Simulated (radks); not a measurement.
The numbers below are computed, except where a source is named.
The tungsten ion W2+ inside a hard spherical wall (all orbitals vanish at R), configuration held at [Xe] 4f14 5d4 and not refilled when levels cross. Level of theory: scalar-relativistic Kohn-Sham, r2SCAN, spin-polarised, spherical densities, finite nucleus; open shells are filled with parallel spins first (spin-orbit coupling, left out, can overturn this in heavy ions); meta-GGA in the generalised Kohn-Sham scheme; Fermi nuclear charge, rms radius 5.3658 fm (a radial shooting solver on a logarithmic mesh with Libxc functionals). Eigenvalues in eV for spin up, with the zero of energy where the potential of the charges vanishes at infinity; a dash marks a level that is unbound or too diffuse for the functional's potential to be trusted. A positive occupied level is held by the wall or, in an anion where self-interaction has pushed it up, behind a barrier. The pressure on the wall is -dE/dV.

\begin{tabular}{lrrrrrrrrr}
R (bohr) & E (hartree) & kinetic (hartree) & e(5s) & e(5p) & e(4f) & e(5d) & e(6s, empty) & e(6p, empty) & pressure (GPa) \\ \hline
free & -16140.9641 & 17779.884 & -97.562 & -61.508 & -49.500 & -21.115 & -19.750 & -12.861 & 0 \\
20 & -16140.9641 & 17779.884 & -97.562 & -61.508 & -49.500 & -21.115 & -19.750 & -12.861 & < 0.0001 \\
15 & -16140.9641 & 17779.884 & -97.562 & -61.508 & -49.500 & -21.115 & -19.750 & -12.861 & < 0.0001 \\
12 & -16140.9641 & 17779.884 & -97.562 & -61.508 & -49.500 & -21.115 & -19.750 & -12.861 & < 0.0001 \\
7 & -16140.9638 & 17779.887 & -97.546 & -61.493 & -49.483 & -21.101 & -19.720 & -12.664 & 0.0250 \\
6 & -16140.9621 & 17779.905 & -97.468 & -61.421 & -49.402 & -21.033 & -19.570 & -12.138 & 0.254 \\
4 & -16140.8699 & 17780.488 & -95.694 & -59.789 & -47.455 & -19.172 & -15.233 & -3.967 & 26.0 \\
3.5 & -16140.7178 & 17781.295 & -93.996 & -58.216 & -45.510 & -17.037 & -9.973 & 4.142 & 91.7 \\
3 & -16140.2848 & 17783.479 & -90.757 & -55.078 & -41.635 & -12.364 & 1.901 & 20.754 & 373 \\
2.5 & -16138.8726 & 17790.320 & -83.836 & -47.712 & -33.090 & -1.203 & 30.688 & 57.423 & 1870 \\
2 & -16133.3736 & 17814.710 & -65.734 & -26.487 & -12.012 & 29.147 & 107.79 & 147.73 & 12300 \\
\end{tabular}
